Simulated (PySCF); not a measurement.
## Two-component Hartree-Fock for Cs²⁷⁺ (caesium, charge +27)

Start: [Ar] 3d10. Calculated with PySCF 2.14 in an even-tempered Gaussian basis (19 s from 1.3 bohr⁻², ratio 2.6; 15 p from 1.7 bohr⁻², ratio 2.6; 10 d from 1.7 bohr⁻², ratio 2.6; 6 f from 1.8 bohr⁻², ratio 2.8): generalised Hartree-Fock with the X2C-1e Hamiltonian and a Gaussian nucleus; spin-orbit coupling (SO) screened by Boettger's factors.

| spinor shell | electrons | ε, screened SO (eV) | weight of nominal j (screened SO) | rms radius, screened SO (bohr) |
| --- | --- | --- | --- | --- |
| 1s1/2 | 2 | -37078.8 | 1.000 | 0.0298 |
| 2s1/2 | 2 | -6669.7 | 1.000 | 0.121 |
| 2p1/2 | 2 | -6320.4 | 1.000 | 0.104 |
| 2p3/2 | 4 | -5963.3 | 1.000 | 0.110 |
| 3s1/2 | 2 | -2082.3 | 1.000 | 0.313 |
| 3p1/2 | 2 | -1936.2 | 1.000 | 0.304 |
| 3d3/2 | 4 | -1613.0 | 1.000 | 0.285 |
| 3d5/2 | 6 | -1597.5 | 1.000 | 0.288 |

Problem. Where does 3p3/2 lie, and what is the 3p spin-orbit splitting (screened SO)?

Solution. At -1863.1 eV, 73.069 eV above 3p1/2.

```tsv
quantity	screened SO
E (hartree)	-7422.49601
M_J	0
⟨J²⟩	0.000
⟨L²⟩	0.017
⟨S²⟩	0.017
```

Breit and QED terms are absent; they matter most for the inner s and p1/2 levels.

Densities and radii are taken from the X2C orbitals without a picture-change correction, which distorts them close to the nucleus.
